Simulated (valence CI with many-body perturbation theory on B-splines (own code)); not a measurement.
**Lu30+: what the settings do**

Computed by configuration interaction combined with many-body perturbation theory (CI+MBPT): five valence electrons over a frozen Dirac-Fock core [Kr], radial functions for each j: 6 s, 6 p, 5 d, 5 f, 1 g, with the one-electron correlation potential Σ1, the two-electron term Σ2, the three-electron term Σ3, Breit, model QED; selected CI, second order for the rest, scaled by the run's own slope (own B-spline code, finite nucleus).

The last digits are not significant, and no measured levels were compared; by estimate large intervals hold to a few tenths of a per cent, small ones and those within an open d or f shell to about a per cent. Only levels of the ground parity were solved; by the run's estimate the other parity begins above the list, which can be wrong where configurations are misplaced.

The reference run has the lowest level (4d3/2^4 4d5/2) J=5/2 and an ionisation energy of 1179.09 eV. Its largest variational space holds 9999 state functions.

Levels are named by their leading jj configuration (3d3/2^4 stands for four electrons in 3d with j = 3/2), which in mixed levels can hold well under half, so a name can repeat and another be missing. Letters in brackets count levels of one name in rising energy.

Changed runs:
A. scale of Σ1 1 → 0.9
B. Breit term on → off; QED terms on → off
C. natural orbitals for correlation on → off
D. closed core [Kr] → [Kr] 4d1 (bad on purpose)

Excitation energies of the reference run in cm⁻¹, and shifts in cm⁻¹:

| Level | Reference | A | B | C |
| --- | --- | --- | --- | --- |
| (4d3/2^3 4d5/2^2) J=5/2 [a] | 77100 | -57 | +1742 | -323 |
| (4d3/2^3 4d5/2^2) J=7/2 [a] | 112146 | -59 | +2076 | +191 |
| (4d3/2^3 4d5/2^2) J=3/2 [a] | 115685 | -58 | +1665 | +309 |
| (4d3/2^3 4d5/2^2) J=11/2 | 119309 | -61 | +2834 | +75 |
| (4d3/2^3 4d5/2^2) J=9/2 | 129812 | -63 | +2484 | +313 |
| (4d3/2^3 4d5/2^2) J=5/2 [b] | 136147 | -66 | +2242 | +447 |
| (4d3/2^3 4d5/2^2) J=1/2 | 142042 | -66 | +2000 | +554 |
| (4d3/2^3 4d5/2^2) J=7/2 [b] | 151966 | -61 | +2164 | +756 |
| (4d3/2^3 4d5/2^2) J=3/2 [b] | 188918 | -72 | +2121 | +1155 |
| (4d3/2^2 4d5/2^3) J=5/2 [a] | 189421 | -113 | +3462 | +9.2 |
| (4d3/2^2 4d5/2^3) J=7/2 [a] | 208944 | -122 | +4062 | +50 |
| (4d3/2^2 4d5/2^3) J=11/2 | 213992 | -124 | +4722 | -133 |
| Ionisation energy (eV) | 1179.09 | -0.25 | +0.28 | -0.13 |

Run D: It gave no result: the perturbation theory needs a core of closed shells. The program said: "the core must hold closed shells only".
